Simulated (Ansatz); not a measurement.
Species: C$_{2}$H$_{11}$P$_{2}$Si, net charge 1, singlet state. It need not be the lowest isomer of its formula. 
Structure (B3LYP-D3(BJ)/def2-TZVP (Ansatz, a program for electronic structure) minimum search):
```xyz
16

C     -1.1062    -1.3777    -1.2219
Si     0.0138    -0.5138    -0.0175
C      0.3845    -1.4323     1.5542
P      1.8288     0.4021    -0.9741
P     -1.2792     1.3110     0.7127
H     -0.5721    -2.2427    -1.6246
H     -1.3826    -0.7412    -2.0634
H     -2.0146    -1.7443    -0.7412
H      1.0010    -2.3004     1.3049
H      0.9434    -0.8264     2.2684
H     -0.5241    -1.7989     2.0346
H      1.0959     1.3344    -1.7514
H      2.0869     1.2981     0.0942
H     -2.4982     1.0522     1.3622
H     -0.6015     2.1437     1.6141
H     -1.6423     2.1818    -0.3242
```
Charge +1, spin multiplicity 1.

Basis-set convergence of Hartree-Fock and MP2 correlation energies (hartree) with Ansatz. Correlated levels leave the core frozen unless marked. No spin-orbit coupling. Non-relativistic.

| basis | functions | E(HF) | E(corr, MP2) |
|---|---|---|---|
| cc-pV(D+d)Z | 152 | -1052.36814 | -0.63675 |
| cc-pV(T+d)Z | 331 | -1052.43491 | -0.78899 |
| cc-pV(Q+d)Z | 632 | -1052.45005 | -0.84295 |

Extrapolating the two largest sets (X = 3 and 4) as X^-3: E(corr) = (64·(-0.84295) - 27·(-0.78899))/37 = -0.8823 Eh, an estimate of the basis-set limit. The largest set recovers 95.5 % of it, the smallest 72.2 %.
